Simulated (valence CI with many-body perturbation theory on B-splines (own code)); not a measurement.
# Pr⁴⁵⁺: electric-dipole lines

Level of theory: relativistic CI+MBPT: four valence electrons over a frozen Dirac-Fock core [Ne], radial functions for each j: 11 s, 11 p, 10 d, 8 f, 5 g, 2 h, with the one-electron correlation potential Σ1 (screened to all orders), the two-electron term Σ2, the three-electron term Σ3, Breit, model QED; selected single and double excitations, second order for the rest, scaled by the run's own slope (own B-spline code, finite nucleus).

The last digits are not significant, and no measured levels were compared; by estimate large intervals hold to a few tenths of a per cent, small ones and those within an open d or f shell to about a per cent. Among the levels kept, up to 550 cm⁻¹ of a level comes from second order outside the variational space, and about a tenth of that is noise between levels of different J, which matters for small intervals.

Lines 151 to 200 of 541 in falling wavelength, among levels below 6830.0 × 10³ cm⁻¹, chosen from the strongest by gf and those to the six lowest levels. Wavelengths and rates use the calculated energies. Electric multipoles are in the length gauge with retardation, E1 and E2 with the static RPA response of the core. Weak lines are less certain than strong ones. Lines between different terms over intervals too small for the method are left out, as are lines whose strength nearly cancels. Where a level lies close to another of its J and parity, the split of strength between their lines is uncertain. The highest levels of a list are the least certain.

Levels are named by their leading jj configuration (3d3/2^4 stands for four electrons in 3d with j = 3/2), which in mixed levels can hold well under half, so a name can repeat and another be missing. Letters in brackets count levels of one name in rising energy.

```
λ vac (Å)                           Upper                           Lower   A (s⁻¹)  S (a.u.) with core polarisation  S without
    57.49  (3s 3p1/2 3d3/2 3d5/2) J=2 [e]  (3s 3p1/2 3p3/2 3d3/2) J=2 [d]  3.59e+10                         1.68e-02   1.71e-02
    57.48      (3s 3p3/2^2 3d5/2) J=4 [a]          (3s^2 3p3/2 3d5/2) J=3  1.74e+11                         1.47e-01   1.50e-01
    57.47              (3s^2 3d5/2^2) J=2          (3s^2 3p3/2 3d5/2) J=2  8.27e+10                         3.87e-02   3.94e-02
    57.43      (3s 3p3/2^2 3d5/2) J=2 [b]                (3s 3p3/2^3) J=2  3.50e+11                         1.64e-01   1.67e-01
    57.24   (3p1/2 3p3/2^2 3d5/2) J=3 [a]  (3s 3p1/2 3p3/2 3d5/2) J=2 [d]  1.17e+11                         7.61e-02   7.74e-02
    57.06          (3s^2 3p3/2 3d5/2) J=3              (3s^2 3p3/2^2) J=2  3.06e+11                         1.96e-01   2.00e-01
    57.04      (3s 3p3/2^2 3d5/2) J=3 [d]                (3s 3p3/2^3) J=2  3.43e+11                         2.20e-01   2.23e-01
    57.03              (3s^2 3d5/2^2) J=4          (3s^2 3p3/2 3d3/2) J=3  2.28e+10                         1.88e-02   1.91e-02
    57.03  (3s 3p1/2 3d3/2 3d5/2) J=1 [b]  (3s 3p1/2 3p3/2 3d3/2) J=1 [a]  5.85e+10                         1.61e-02   1.63e-02
    56.54      (3s 3p3/2^2 3d3/2) J=2 [c]          (3s^2 3p3/2 3d5/2) J=1  3.15e+10                         1.41e-02   1.43e-02
    56.29      (3s 3p3/2^2 3d3/2) J=2 [b]          (3s^2 3p3/2 3d5/2) J=2  1.03e+11                         4.55e-02   4.62e-02
    56.00      (3s 3p1/2 3d5/2^2) J=2 [b]  (3s 3p1/2 3p3/2 3d5/2) J=3 [a]  5.73e+10                         2.48e-02   2.53e-02
    55.99  (3s 3p1/2 3d3/2 3d5/2) J=3 [d]  (3s 3p1/2 3p3/2 3d3/2) J=3 [b]  2.55e+10                         1.55e-02   1.57e-02
    55.82  (3s 3p1/2 3d3/2 3d5/2) J=3 [b]  (3s 3p1/2 3p3/2 3d3/2) J=3 [a]  4.49e+10                         2.70e-02   2.75e-02
    55.66   (3p1/2 3p3/2^2 3d5/2) J=3 [a]  (3s 3p1/2 3p3/2 3d5/2) J=2 [c]  8.84e+10                         5.27e-02   5.36e-02
    55.62          (3s^2 3p3/2 3d5/2) J=1              (3s^2 3p3/2^2) J=2  6.99e+10                         1.78e-02   1.81e-02
    55.57  (3s 3p1/2 3p3/2 3d5/2) J=3 [c]      (3s 3p1/2 3p3/2^2) J=2 [a]  1.88e+11                         1.12e-01   1.14e-01
    55.46   (3p1/2 3p3/2^2 3d5/2) J=3 [a]  (3s 3p1/2 3p3/2 3d5/2) J=3 [d]  3.79e+10                         2.23e-02   2.27e-02
    55.40  (3s 3p1/2 3d3/2 3d5/2) J=4 [c]      (3s 3p1/2 3p3/2 3d3/2) J=4  2.54e+10                         1.92e-02   1.95e-02
    55.37      (3s 3p1/2 3d5/2^2) J=4 [b]      (3s 3p1/2 3p3/2 3d5/2) J=5  3.09e+10                         2.33e-02   2.37e-02
    55.16  (3s 3p1/2 3d3/2 3d5/2) J=2 [c]  (3s 3p1/2 3p3/2 3d3/2) J=3 [a]  5.24e+10                         2.17e-02   2.21e-02
    55.11   (3p1/2 3p3/2^2 3d5/2) J=4 [b]  (3s 3p1/2 3p3/2 3d5/2) J=3 [d]  1.27e+11                         9.47e-02   9.64e-02
    55.08      (3s 3p1/2 3d5/2^2) J=3 [b]  (3s 3p1/2 3p3/2 3d5/2) J=2 [a]  4.86e+10                         2.81e-02   2.86e-02
    55.07      (3s 3p1/2 3d5/2^2) J=4 [a]  (3s 3p1/2 3p3/2 3d5/2) J=4 [a]  4.73e+10                         3.51e-02   3.57e-02
    54.92      (3s 3p3/2^2 3d5/2) J=1 [b]                (3s 3p3/2^3) J=2  8.73e+10                         2.14e-02   2.18e-02
    54.77      (3s 3p1/2 3p3/2^2) J=2 [a]          (3s^2 3p1/2 3p3/2) J=2  8.51e+09                         3.45e-03   3.51e-03
    54.69              (3s^2 3d5/2^2) J=2          (3s^2 3p3/2 3d3/2) J=1  7.36e+10                         2.97e-02   3.02e-02
    54.67   (3p1/2 3p3/2^2 3d3/2) J=1 [a]  (3s 3p1/2 3p3/2 3d5/2) J=1 [a]  8.10e+10                         1.96e-02   1.99e-02
    54.61  (3s 3p1/2 3p3/2 3d5/2) J=2 [a]          (3s^2 3p1/2 3d5/2) J=2  9.11e+10                         3.66e-02   3.73e-02
    54.51  (3s 3p1/2 3p3/2 3d5/2) J=3 [d]          (3s 3p1/2 3p3/2^2) J=3  6.77e+10                         3.79e-02   3.86e-02
    54.37      (3s 3p1/2 3d5/2^2) J=1 [b]  (3s 3p1/2 3p3/2 3d5/2) J=2 [b]  8.85e+10                         2.11e-02   2.14e-02
    54.25          (3s 3p3/2^2 3d3/2) J=3          (3s^2 3p3/2 3d3/2) J=2  1.19e+11                         6.59e-02   6.71e-02
    54.23          (3s 3p3/2^2 3d5/2) J=5          (3s^2 3p3/2 3d5/2) J=4  1.03e+11                         8.95e-02   9.11e-02
    54.16          (3s 3p3/2^2 3d3/2) J=3          (3s^2 3p3/2 3d3/2) J=3  2.69e+10                         1.48e-02   1.50e-02
    53.71      (3s 3p3/2^2 3d3/2) J=1 [a]          (3s^2 3p3/2 3d3/2) J=0  1.42e+11                         3.26e-02   3.31e-02
    53.63      (3s 3p3/2^2 3d3/2) J=2 [b]          (3s^2 3p3/2 3d3/2) J=1  7.98e+10                         3.04e-02   3.09e-02
    53.58   (3p1/2 3p3/2^2 3d5/2) J=4 [a]  (3s 3p1/2 3p3/2 3d5/2) J=3 [c]  2.30e+11                         1.57e-01   1.60e-01
    53.45      (3s 3p3/2^2 3d3/2) J=2 [b]          (3s^2 3p3/2 3d3/2) J=2  3.56e+10                         1.34e-02   1.36e-02
    53.42      (3s 3p3/2^2 3d3/2) J=1 [a]          (3s^2 3p3/2 3d3/2) J=1  1.21e+11                         2.73e-02   2.78e-02
    53.27  (3s 3p1/2 3p3/2 3d5/2) J=3 [a]          (3s^2 3p1/2 3d5/2) J=3  3.22e+10                         1.68e-02   1.71e-02
    53.09              (3s^2 3d5/2^2) J=0          (3s^2 3p3/2 3d5/2) J=1  5.06e+11                         3.74e-02   3.80e-02
    53.08      (3s 3p1/2 3p3/2^2) J=2 [a]          (3s^2 3p1/2 3p3/2) J=1  2.01e+11                         7.42e-02   7.55e-02
    53.03   (3p1/2 3p3/2^2 3d5/2) J=1 [a]  (3s 3p1/2 3p3/2 3d5/2) J=2 [c]  1.54e+11                         3.39e-02   3.45e-02
    52.93       (3p1/2 3p3/2^2 3d5/2) J=5  (3s 3p1/2 3p3/2 3d5/2) J=4 [c]  2.04e+11                         1.64e-01   1.67e-01
    52.89  (3s 3p1/2 3p3/2 3d5/2) J=2 [d]          (3s 3p1/2 3p3/2^2) J=3  6.44e+10                         2.35e-02   2.39e-02
    52.87       (3p1/2 3p3/2^2 3d3/2) J=0  (3s 3p1/2 3p3/2 3d5/2) J=1 [a]  2.29e+11                         1.67e-02   1.70e-02
    52.65      (3s 3p1/2 3d5/2^2) J=1 [a]  (3s 3p1/2 3p3/2 3d3/2) J=1 [c]  7.40e+10                         1.60e-02   1.63e-02
    52.56          (3s 3p1/2 3p3/2^2) J=3          (3s^2 3p1/2 3p3/2) J=2  9.28e+10                         4.66e-02   4.74e-02
    52.37   (3p1/2 3p3/2^2 3d3/2) J=1 [a]  (3s 3p1/2 3p3/2 3d3/2) J=1 [c]  9.90e+10                         2.11e-02   2.14e-02
    52.33   (3p1/2 3p3/2^2 3d5/2) J=3 [b]  (3s 3p1/2 3p3/2 3d5/2) J=2 [d]  4.76e+10                         2.36e-02   2.40e-02
```
